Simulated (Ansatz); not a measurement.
Job for Ansatz (an electronic-structure program): R-B3LYP/def2-TZVPP on H2OSSn (SMILES [OH][Sn][SH]), a point of a torsion scan. Elements past Kr take the def2 small-core potentials; no spin–orbit coupling.

Ansatz 0.2 input:
```yaml
crystal:
  periodic: [false, false, false]
  atoms:
    - {symbol: O, position_ang: [-1.60890040, 0.14954614, -0.36295506]}
    - {symbol: Sn, position_ang: [0.00990044, -0.57195853, -1.25294949]}
    - {symbol: S, position_ang: [-1.02076414, -2.37462496, -2.59835535]}
    - {symbol: H, position_ang: [-2.39673807, 0.20593162, 0.16903256]}
    - {symbol: H, position_ang: [-2.25150815, -2.10161789, -2.20012718]}
basis:
  gaussian:
    orbitals: def2-TZVPP
hamiltonian:
  xc: {name: B3LYP}
scf: {lower_state_search: off}
```

Program output:

```
WARN ansatz: RAYON_NUM_THREADS=1 ignored (pool sized by the plan → 1); use --threads N
Functional definition: B3LYP
these checks for a lower state are left out or cut short: stability, starts, cluster_reference, orbital_swaps, neighbouring_geometries, increment
integrals: 0.07 GiB planned
997 factors; their error is unknown
mean field: 0.59 GiB planned
mean field evaluation 1: about -18743.5746 eV, gradient 6.8e1 eV
mean field evaluation 2: about -18642.5236 eV, gradient 1.9e2 eV
mean field evaluation 4: about -18750.6618 eV, gradient 2.1e1 eV
mean field evaluation 8: about -18751.8578 eV, gradient 9.6e-2 eV
mean field evaluation 16: about -18751.9321 eV, gradient 4.9e-5 eV
mean field -18751.93208205 eV, -689.1207934993 hartree, gradient 4.6e-6 eV, S^2 0.000000; 0 other end points of the search recorded, 0 dependent functions left out
reference -18751.93230574 eV, -689.1208017197 hartree; 24, 24 occupied and 127, 127 virtual orbitals, 997 factors
Total energy: -18751.93230574 eV, -689.1208017197 hartree
Checks for a lower state left out: stability, starts, cluster_reference, orbital_swaps, neighbouring_geometries, increment
```

The run converged.

Cost: very roughly 2.9 core-seconds.
